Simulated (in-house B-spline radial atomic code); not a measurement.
**Solving the quasi-particle equation for 3p up of the titanium ion Ti⁷⁺**

Configuration [Ne] 3s2 3p3, highest spin, start LDA VWN5. Computed with an all-electron radial atomic-structure program (B-spline basis): all electrons, scalar-relativistic (spin-free one-electron X2C), finite nucleus, each spin shell either full or empty, empty states to l = 9 with an (l + 1/2)⁻⁴ tail; G0W0 by contour deformation at full frequency.

At the mean-field level ε = -157.443 eV the matrix elements are Σx = -43.552 eV, v_xc = -31.932 eV and Σc(ε) = -0.7 eV, and the slope of the correlation self-energy is dΣc/dω = -0.0448. The quasi-particle energy solves E = ε + Σx − v_xc + Σc(E).

(1) What does the linearised equation give?

(2) How does that compare with the full solution and with static screening?

Answers

(1) Z = 1/(1 − dΣc/dω) = 1/1.0448 = 0.9571. The first-order shift is Σx − v_xc + Σc(ε) = -43.552 − (-31.932) + (-0.7) = -12.320 eV, so E ≈ ε + Z × shift = -157.443 + 0.9571 × (-12.320) = -169.234 eV.

(2) Solving the equation at full frequency dependence gives E = -169.211 eV, where Σc = -0.148 eV and the weight is 0.952; the linearised value is off by 24 meV. Leaving Z out would give -169.763 eV. Static COHSEX puts -3.742 eV in place of Σc and gives -172.805 eV, 3.59 eV deeper.
